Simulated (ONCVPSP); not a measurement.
O, ONCV: configuration errors across variants

- Element: O
- Generator: ONCVPSP 4.0.1
- Type: optimised norm-conserving Vanderbilt (ONCV)
- Functional: PBE
- Relativity: scalar-relativistic
- Frozen core: [He]
- Valence charge: 6
- Reference configuration: 2s2 2p3 (charge +1)
- Partial waves: 2s: rc 0.70 bohr, ncon 3, nbas 7, qcut 9.6 1/bohr, 2 projectors, debl 0.3 Ha; 2p: rc 1.75 bohr, ncon 5, nbas 8, qcut 7.8 1/bohr, 2 projectors, debl 3.3 Ha; d scattering state at 0.31 Ha: rc 1.35 bohr, ncon 4, nbas 7, qcut 6.5 1/bohr, 1 projector
- Local potential: polynomial inside 0.45 bohr (lpopt 5, dvloc0 6 Ha)
- Core correction: polynomial model core, fcfact 0.6

In the s channel the program set the typed energies aside and used -1.458, 0.250 Ha.

All-electron excitation energies from the reference (eV): (1) 2s2 2p4 -16.431; (2) 2s2 2p2 33.586; (3) 2s2 2p1 87.455; (4) 2s2 2p0 164.359.

1 further variants failed, have other tests or too few solved ones, and are left out.

Errors AE − PS in meV (a dash: test not solved or not reliable):

| change | (1) | (2) | (3) | (4) | bound ghosts | GHOST(+) flags above zero |
| --- | --- | --- | --- | --- | --- | --- |
| base | +44 | +137 | +844 | +2721 | none | d |
| s: qcut 12.9; p: qcut 10.5; d: qcut 8.7 | +30 | +95 | +596 | +1967 | none | none |
| p: nproj 3 | +44 | +137 | +844 | +2721 | none | d |

(1) Give the same row for: all radii but the core radius scaled by about 1.22 (s 0.86, p 2.14, d 1.64 bohr); local potential polynomial inside 0.54 bohr (lpopt 5, dvloc0 6 Ha).

## Answers

(1) +92, +260, +1508, +4626; bound ghosts: none; GHOST(+) flags above zero: none.
